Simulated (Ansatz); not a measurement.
`[OH][W]([F])([F])([F])=[S]` + HCl → `[F][W]([F])([F])(=[S])[Cl]` + H₂O at 600 K and 1 bar (ligand exchange at a W–O bond).

Isolated molecules relaxed with PBE0-D4/def2-TZVP in Ansatz; ΔE leaves out vibrations. CCSD(T)/CBS is the MP2 limit (def2-TZVPP, def2-QZVPP) plus CCSD(T) − MP2 in def2-TZVPP, frozen cores. This one scheme is used for every species. Elements past krypton have def2 core potentials. For W outer-core shells are correlated without core-valence functions, which leaves a few kJ/mol of doubt a bond. Each species was taken in one conformer, which may not be the lowest.

| species | CCSD(T)/CBS energy (Eh) | H − E (kJ/mol) | S (J/(mol·K)) |
| --- | --- | --- | --- |
| `[OH][W]([F])([F])([F])=[S]` | -840.10627 | 120.2 | 464.4 |
| HCl | -460.38127 | 35.4 | 207.2 |
| `[F][W]([F])([F])(=[S])[Cl]` | -1224.11335 | 85.0 | 456.1 |
| H₂O | -76.37941 | 76.8 | 212.8 |

H − E and S are ideal-gas, rigid-rotor, harmonic terms from PBE0-D4/def2-TZVP, for one conformer and one mirror image of each species. 1 Eh = 2625.50 kJ/mol, R = 8.31446 J/(mol·K).

**Question.** By hand: ΔE, ΔH, ΔS and ΔG.

**Answer.** ΔE = (-1224.11335) + (-76.37941) − (-840.10627) − (-460.38127) = -0.00522 Eh = -13.7 kJ/mol. Δ(H − E) = 85.0 + 76.8 − 120.2 − 35.4 = 6.2, so ΔH = -7.5 kJ/mol. ΔS = 456.1 + 212.8 − 464.4 − 207.2 = -2.7 J/(mol·K). ΔG = -7.5 − 600 × (-2.7)/1000 = -5.9 kJ/mol.

**Question.** By hand: the equilibrium constant, and the temperature at which ΔG would vanish if ΔH and ΔS stayed fixed.

**Answer.** log₁₀ K = −ΔG/(RT ln 10) = 0.5. ΔG = 0 at ΔH/ΔS = 2778 K, far beyond where these terms or the molecules hold.

The number of gas molecules stays the same, so ΔS is small and ΔH decides. The sign of ΔG lies within the doubt. A doubt of 5 kJ/mol in ΔE shifts log₁₀ K by 0.4 here. Other conformers and mirror images would add mixing entropy, several J/(mol·K) or more a flexible species. These are equilibria of isolated gas molecules and say nothing of rates. Largest T1 diagnostic: 0.021 (customary marks: 0.02 for closed shells, 0.045 for open ones).
